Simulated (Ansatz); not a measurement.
Consider the ligand exchange at a Ge–O bond: `[GeH3][O][GeH3]` + `N[SiH3]` → `[SiH3][NH][GeH3]` + `[OH][GeH3]`.

Calculated with Ansatz (gas phase, PBE0-D4/def2-TZVP geometries, no zero-point term in ΔE). CBS: MP2 limit from def2 TZ/QZ plus the TZ coupled-cluster correction, frozen cores. This one scheme is used for every species. Functionals use def2-TZVPP. For Ge outer-core shells are correlated without core-valence functions, which leaves a few kJ/mol of doubt a bond. Scalar relativity is left out up to krypton.

```json
{"species": "`[GeH3][O][GeH3]`", "PBE-QIDH energy (Eh)": "-4231.61977"}
{"species": "`N[SiH3]`", "PBE-QIDH energy (Eh)": "-347.01932"}
{"species": "`[SiH3][NH][GeH3]`", "PBE-QIDH energy (Eh)": "-2424.63696"}
{"species": "`[OH][GeH3]`", "PBE-QIDH energy (Eh)": "-2153.99389"}
```

(1) Work out ΔE.

Largest T1 diagnostic among the species: 0.012.

Results:

(1) ΔE = (-2424.63696) + (-2153.99389) − (-4231.61977) − (-347.01932) = 0.00824 Eh = +21.6 kJ/mol. CCSD(T)/CBS gives +21.6 kJ/mol.

At CCSD(T), def2-SVP lies +4.3 kJ/mol from the extrapolated value and def2-TZVPP +0.5 kJ/mol. Leaving LDA and LC-ωPBE aside and taking each functional with its dispersion term where it has one, the values, not all of them listed here, spread over 8.6 kJ/mol, from revPBE-D4 to B97M-V. LDA lies −3.2 kJ/mol from PBE without D4. In def2-TZVPP, CCSD(T) changes the Hartree–Fock value by −8.3 kJ/mol (the triples alone add −0.4 kJ/mol) and MP2 by −8.2 kJ/mol.
